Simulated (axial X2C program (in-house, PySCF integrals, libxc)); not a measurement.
NiB⁻: from the spin-free to the two-component result

Computed with an in-house all-electron X2C program for linear molecules (integrals from PySCF). Spin-free means the one-electron spin-free X2C Hamiltonian; two-component (2c) means X2C with spin–orbit coupling and atomic mean-field two-electron Coulomb and Gaunt terms, so the difference of the two also holds small scalar two-electron terms. Basis: Ni dyall-acv3z [10s10p7d4f2g], B dyall-av3z [8s7p3d2f] (cores contracted in-house); Gaussian nuclei, density fitting, unrestricted open shells. Masses: Ni 57.935 u, B 11.009 u.

Spin-free state: M_S = 0, Λ = 0 (closed shell); fragments Ni- + B.

| level | Re (Å) | ωe (cm⁻¹) | De (eV) | μ (D) |
| --- | --- | --- | --- | --- |
| PBE0 | 1.679 | 801.3 | 2.987 | -1.13 |
| LDA | 1.682 | 808.5 | 5.248 | -1.21 |

Dipoles are positive if B is the positive end and refer to the centre of mass.

Two-component determinant lowest at the distance of the search:

Ω = 0 (closed shell); fragments Ni- + B.

| level | Re (Å) | ωe (cm⁻¹) | μ (D) |
| --- | --- | --- | --- |
| PBE0 | 1.679 | 800.6 | -1.12 |
| LDA | 1.682 | 808.1 | -1.21 |

Problem. From the two tables, how do the constants change at the PBE0 level (2c against spin-free)?

Solution. At the PBE0 level Re is unchanged within 0.001 Å and ωe drops by 0.7 cm⁻¹.

Occupations by symmetry block were frozen at the best pattern of an incomplete PBE0 search. The closed shell is kept restricted, so the energy runs too high when the bond is stretched far. Dissociation energies refer to the lowest single-determinant-based atoms at the same level and basis. De is not given where an atomic determinant may have missed its ground term or J level, or where the truncated virtual space spoils (T). Without a current term, density functionals place determinants with orbital angular momentum somewhat too high. The highest occupied level of some functionals is positive through self-interaction error; at Hartree–Fock it is bound.
